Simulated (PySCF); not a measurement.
C₄H₇BFN, SMILES B(F)(C)C=C=CN. Atoms are numbered in the order given.

```xyz
14

C     -1.8239    -0.6685     0.7828
B     -1.4535     0.4450    -0.2607
F     -2.4413     1.2520    -0.7079
C     -0.0264     0.7064    -0.8415
C      1.0264    -0.0231    -0.4833
C      1.9930    -0.8248    -0.0543
N      2.7609    -0.6934     1.1146
H     -2.3163    -0.2149     1.6699
H     -2.5763    -1.3597     0.3441
H     -0.9533    -1.2622     1.1204
H      0.1104     1.5245    -1.5803
H      2.1963    -1.7429    -0.6368
H      2.6954     0.2321     1.5477
H      3.7425    -0.9558     0.9856
```

Geometry optimised at PBE-D3(BJ)/def2-SVP. The structure was generated by enumeration; whether it is a known compound was not checked. Other conformers were not sampled.

Calculation: PySCF with PBE-D3(BJ)/def2-SVP.

Frequencies are harmonic and unscaled.

**Question.** Estimate the vibrational spectrum. (Estimate from the structure and the level; the computed values follow.)

**Answer.** 
```tsv
mode	ν (cm⁻¹)	IR (km/mol)	moving atoms (share of kinetic energy)
1	51	1.4	F 32 %, C 32 %, H 22 %, N 13 %
2	70	1.3	H 88 %
3	72	0.9	C 45 %, N 31 %, H 16 %
4	175	13.0	H 50 %, C 40 %
5	235	4.8	C 54 %, H 19 %, N 17 %
6	274	12.6	C 47 %, H 34 %, F 11 %
7	352	47.6	H 68 %, C 22 %
8	362	5.5	F 44 %, C 30 %, H 18 %
9	445	12.2	C 35 %, H 25 %, B 22 %, F 16 %
10	480	3.6	H 34 %, C 30 %, B 27 %
11	614	8.7	C 67 %, H 21 %, N 12 %
12	661	251.7	H 74 %, N 22 %
13	711	0.9	C 66 %, H 28 %
14	733	19.3	H 53 %, C 40 %
15	834	4.6	H 60 %, C 27 %, F 12 %
16	845	24.0	H 54 %, B 28 %, C 18 %
17	877	37.3	H 73 %, C 19 %
18	958	11.1	C 45 %, H 39 %, N 14 %
19	1112	10.7	H 83 %, C 9 %
20	1134	148.0	H 57 %, B 32 %, C 8 %
21	1180	24.7	H 44 %, B 24 %, C 23 %
22	1226	14.6	H 47 %, C 24 %, N 18 %
23	1281	205.6	H 48 %, C 27 %, B 23 %
24	1327	177.5	B 47 %, H 26 %, C 17 %, F 10 %
25	1382	5.9	H 88 %
26	1386	2.4	H 96 %
27	1432	227.4	C 64 %, H 28 %
28	1570	48.0	H 86 %, N 11 %
29	1990	27.2	C 99 %
30	2968	1.0	H 97 %
31	3006	27.8	H 92 %
32	3042	4.2	H 91 %, C 9 %
33	3070	2.4	H 92 %
34	3088	5.4	H 91 %, C 9 %
35	3451	9.2	H 96 %
36	3554	10.8	H 91 %, N 9 %
```
